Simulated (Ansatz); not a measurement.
Mulliken charges of ClH$_{3}$InOSi (`[SiH3][O][In][Cl]`) radical from PBE/def2-TZVPP in Ansatz (PBE0-D4/def2-TZVP geometry).

```tsv
atom	x (Å)	y (Å)	z (Å)	charge (e)
Si1	0.017	1.145	0.461	0.347
O2	0.204	-0.442	0.114	-0.441
In3	-0.438	-1.723	-1.271	0.636
Cl4	0.331	-3.933	-1.041	-0.325
H5	0.496	2.009	-0.655	-0.077
H6	0.804	1.458	1.682	-0.063
H7	-1.413	1.486	0.710	-0.077
```

By hand: the dipole of these point charges (1 e Å = 4.8032 D).

Σ q r = (-0.450, 0.414, -0.471) e Å, of length 0.772 e Å = 3.71 D.

How does the dipole of the full density compare? (Best estimate.)

The calculation gave: (-0.279, 0.230, -0.301) e Å, 2.26 D; the point charges give 1.64 times that, at 3° from its direction.

Point charges leave out the atoms' own dipoles, such as those of lone pairs, and Mulliken's split depends on the basis, so the two needn't agree.
